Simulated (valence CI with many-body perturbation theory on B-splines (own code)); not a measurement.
## E1 line list for Ce XXVI

Computed by relativistic CI+MBPT: five valence electrons over a frozen Dirac-Fock core [Ar] 3d10, radial functions for each j: 11 s, 11 p, 10 d, 8 f, 5 g, 2 h, with the one-electron correlation potential Σ1, the two-electron term Σ2, the three-electron term Σ3, Breit, model QED; selected CI, second order for the rest, scaled by the run's own slope (own B-spline code, finite nucleus).

No measured levels were compared; by estimate levels hold to about 250 cm⁻¹ or 0.2 % of their energy and the worst to 1 %, as in measured heavy ions of charge 2 to 7; those with d or f electrons hold less well. Among the levels kept, up to 2100 cm⁻¹ of a level comes from second order outside the variational space, and about a tenth of that is noise between levels of different J, which matters for small intervals.

Lines 101 to 150 of 548 in falling wavelength, among levels below 2157500 cm⁻¹, chosen from the strongest by gf and those to the six lowest levels. Wavelengths and rates use the calculated energies, so an error of 2000 cm⁻¹ moves a line at 133.4 Å by 0.27 % and its rate by three times that or more. Electric multipoles are in the length gauge, E1 and E2 with the static RPA response of the core. Weak lines are less certain than strong ones. Lines between different terms over intervals too small for the method are left out, as are lines whose strength nearly cancels. Where a level lies close to another of its J and parity, the split of strength between their lines is uncertain. The highest levels of a list are the least certain.

Levels are named by their leading jj configuration (3d3/2^4 stands for four electrons in 3d with j = 3/2), which in mixed levels can hold well under half, so a name can repeat and another be missing. Letters in brackets count levels of one name in rising energy.

```tsv
λ vac (Å)	Upper	Lower	A (s⁻¹)	S (a.u.) with core polarisation	S without
133.4	(4s^2 4p1/2 4p3/2 4d5/2) J=1/2	(4s^2 4p3/2^3) J=3/2	2.53e+10	5.93e-02	6.39e-02
132.7	(4s 4p1/2 4p3/2^2 4d3/2) J=3/2 [d]	(4s^2 4p1/2 4p3/2 4d3/2) J=5/2 [a]	4.76e+10	2.20e-01	2.36e-01
132.6	(4s 4p1/2 4p3/2^2 4d5/2) J=7/2 [c]	(4s^2 4p1/2 4p3/2 4d5/2) J=7/2 [a]	1.04e+10	9.57e-02	1.03e-01
132.5	(4s 4p1/2 4p3/2^3) J=3/2 [b]	(4s^2 4p1/2 4p3/2^2) J=3/2	3.28e+08	1.51e-03	1.62e-03
132.2	(4s^2 4p1/2 4d3/2 4d5/2) J=7/2 [a]	(4s^2 4p1/2 4p3/2 4d5/2) J=7/2 [b]	2.21e+10	2.02e-01	2.17e-01
131.6	(4s 4p1/2 4p3/2^2 4d5/2) J=5/2 [c]	(4s^2 4p1/2 4p3/2 4d5/2) J=7/2 [a]	1.22e+10	8.24e-02	8.86e-02
131.4	(4p1/2^2 4p3/2^3) J=3/2	(4s 4p1/2^2 4p3/2^2) J=5/2	3.34e+09	1.50e-02	1.62e-02
131.3	(4s 4p1/2 4p3/2^2 4d5/2) J=3/2 [f]	(4s^2 4p1/2 4p3/2 4d5/2) J=5/2 [b]	3.64e+10	1.63e-01	1.75e-01
131.3	(4s^2 4p1/2 4p3/2 4d3/2) J=3/2 [a]	(4s^2 4p1/2 4p3/2^2) J=1/2	8.71e+09	3.89e-02	4.19e-02
131.1	(4s^2 4p1/2 4p3/2 4f7/2) J=5/2 [b]	(4s^2 4p3/2^2 4d3/2) J=7/2	1.98e+10	1.32e-01	1.42e-01
131.0	(4s 4p1/2 4p3/2^2 4d5/2) J=3/2 [e]	(4s^2 4p1/2 4p3/2 4d3/2) J=5/2 [b]	2.10e+10	9.34e-02	1.01e-01
130.9	(4s^2 4p1/2 4p3/2 4d3/2) J=5/2 [a]	(4s^2 4p1/2 4p3/2^2) J=5/2	3.09e+09	2.05e-02	2.20e-02
130.9	(4s 4p1/2 4p3/2^2 4d5/2) J=5/2 [g]	(4s^2 4p1/2 4p3/2 4d5/2) J=7/2 [b]	7.14e+10	4.74e-01	5.11e-01
130.6	(4s^2 4p3/2 4d5/2^2) J=7/2 [b]	(4s^2 4p3/2^2 4d5/2) J=5/2 [b]	1.56e+10	1.37e-01	1.49e-01
130.6	(4s 4p3/2^3 4d3/2) J=5/2 [b]	(4s^2 4p3/2^2 4d3/2) J=7/2	6.14e+10	4.05e-01	4.36e-01
130.4	(4s 4p1/2 4p3/2^2 4d3/2) J=1/2 [c]	(4s^2 4p1/2 4p3/2 4d3/2) J=3/2 [a]	4.40e+10	9.63e-02	1.04e-01
129.9	(4s 4p1/2 4p3/2^2 4d5/2) J=7/2 [c]	(4s^2 4p1/2 4p3/2 4d3/2) J=7/2	8.66e+09	7.49e-02	8.05e-02
129.2	(4s 4p1/2^2 4p3/2 4d3/2) J=5/2 [a]	(4s 4p1/2^2 4p3/2^2) J=5/2	5.06e+09	3.23e-02	3.45e-02
129.1	(4s 4p3/2^3 4d3/2) J=3/2 [b]	(4s^2 4p3/2^2 4d3/2) J=5/2	4.33e+10	1.84e-01	1.98e-01
129.0	(4s 4p1/2 4p3/2^2 4d5/2) J=5/2 [c]	(4s^2 4p1/2 4p3/2 4d3/2) J=7/2	1.93e+10	1.22e-01	1.32e-01
128.8	(4s 4p1/2 4p3/2^2 4d5/2) J=5/2 [g]	(4s^2 4p1/2 4p3/2 4d3/2) J=5/2 [b]	1.23e+10	7.81e-02	8.40e-02
128.3	(4s 4p1/2 4p3/2^2 4d5/2) J=7/2 [f]	(4s^2 4p1/2 4p3/2 4d5/2) J=9/2	8.35e+10	6.97e-01	7.49e-01
128.1	(4s^2 4p1/2 4d5/2^2) J=7/2	(4s^2 4p1/2 4p3/2 4d5/2) J=5/2 [b]	2.02e+10	1.68e-01	1.81e-01
128.1	(4s 4p1/2^2 4p3/2 4d3/2) J=3/2 [a]	(4s 4p1/2^2 4p3/2^2) J=5/2	1.84e+10	7.62e-02	8.16e-02
127.9	(4s 4p1/2^2 4p3/2 4d3/2) J=7/2	(4s 4p1/2^2 4p3/2^2) J=5/2	1.29e+09	1.06e-02	1.12e-02
127.2	(4s^2 4p1/2 4p3/2 4d3/2) J=7/2	(4s^2 4p1/2 4p3/2^2) J=5/2	5.55e+08	4.51e-03	4.79e-03
126.3	(4s 4p3/2^3 4d5/2) J=7/2 [b]	(4s^2 4p3/2^2 4d5/2) J=9/2	8.17e+10	6.50e-01	6.99e-01
126.1	(4s^2 4p1/2 4p3/2 4d3/2) J=5/2 [a]	(4s^2 4p1/2 4p3/2^2) J=3/2	4.20e+08	2.49e-03	2.67e-03
125.2	(4s 4p1/2 4p3/2^2 4d5/2) J=3/2 [e]	(4s^2 4p1/2 4p3/2 4d5/2) J=5/2 [a]	2.43e+10	9.41e-02	1.01e-01
125.1	(4s^2 4p1/2 4p3/2 4d3/2) J=3/2 [a]	(4s^2 4p1/2 4p3/2^2) J=5/2	7.70e+10	2.98e-01	3.20e-01
125.1	(4s 4p3/2^3 4d5/2) J=5/2 [b]	(4s^2 4p3/2^2 4d5/2) J=7/2	1.35e+10	7.82e-02	8.42e-02
124.5	(4s 4p3/2^3 4d5/2) J=7/2 [b]	(4s^2 4p3/2^2 4d5/2) J=7/2	1.89e+10	1.44e-01	1.55e-01
124.3	(4s^2 4p1/2 4p3/2 4f7/2) J=5/2 [a]	(4s^2 4p3/2^2 4d5/2) J=7/2	1.91e+10	1.09e-01	1.17e-01
124.1	(4s^2 4p1/2^2 4d3/2) J=3/2	(4s^2 4p1/2^2 4p3/2) J=3/2	2.80e+10	1.05e-01	1.13e-01
123.8	(4s 4p1/2 4p3/2^2 4d5/2) J=5/2 [d]	(4s^2 4p1/2 4p3/2 4d3/2) J=7/2	3.87e+10	2.18e-01	2.34e-01
123.6	(4s 4p1/2 4p3/2^2 4d5/2) J=7/2 [f]	(4s^2 4p1/2 4p3/2 4d5/2) J=7/2 [a]	1.81e+10	1.35e-01	1.45e-01
123.3	(4s 4p3/2^3 4d5/2) J=9/2	(4s^2 4p1/2 4p3/2 4d5/2) J=7/2 [b]	1.02e+10	9.47e-02	1.02e-01
123.3	(4s^2 4p1/2 4p3/2 4d3/2) J=1/2 [a]	(4s^2 4p1/2 4p3/2^2) J=3/2	3.61e+10	6.67e-02	7.15e-02
123.0	(4s 4p1/2^2 4p3/2 4d3/2) J=3/2 [c]	(4s^2 4p1/2^2 4d3/2) J=3/2	3.13e+10	1.15e-01	1.23e-01
122.6	(4s^2 4p1/2 4d5/2^2) J=9/2	(4s^2 4p1/2 4p3/2 4d5/2) J=7/2 [b]	2.15e+10	1.95e-01	2.10e-01
122.6	(4s^2 4p1/2 4p3/2 4d5/2) J=3/2 [a]	(4s^2 4p1/2 4p3/2^2) J=1/2	2.70e+09	9.81e-03	1.05e-02
122.1	(4s^2 4p3/2^2 4d3/2) J=1/2	(4s^2 4p3/2^3) J=3/2	5.86e+09	1.05e-02	1.14e-02
120.7	(4s^2 4p1/2 4p3/2 4d3/2) J=3/2 [a]	(4s^2 4p1/2 4p3/2^2) J=3/2	8.15e+09	2.83e-02	3.02e-02
120.6	(4s^2 4p3/2 4d5/2^2) J=11/2	(4s^2 4p3/2^2 4d5/2) J=9/2	1.77e+10	1.84e-01	1.98e-01
120.4	(4s 4p1/2^2 4p3/2 4d3/2) J=3/2 [b]	(4s 4p1/2^2 4p3/2^2) J=5/2	6.93e+09	2.39e-02	2.55e-02
120.2	(4s^2 4p3/2 4d3/2 4d5/2) J=5/2 [b]	(4s^2 4p3/2^2 4d3/2) J=7/2	2.78e+10	1.43e-01	1.53e-01
120.0	(4s^2 4p1/2 4d3/2 4d5/2) J=9/2	(4s^2 4p1/2 4p3/2 4d5/2) J=9/2	2.89e+10	2.46e-01	2.64e-01
119.7	(4s^2 4p3/2^2 4d3/2) J=5/2	(4s^2 4p3/2^3) J=3/2	8.54e+09	4.34e-02	4.66e-02
119.4	(4s^2 4p3/2 4d5/2^2) J=9/2	(4s^2 4p3/2^2 4d3/2) J=7/2	1.84e+10	1.54e-01	1.66e-01
119.1	(4s^2 4p3/2 4d3/2 4d5/2) J=7/2 [b]	(4s^2 4p3/2^2 4d3/2) J=7/2	1.70e+10	1.14e-01	1.21e-01
```
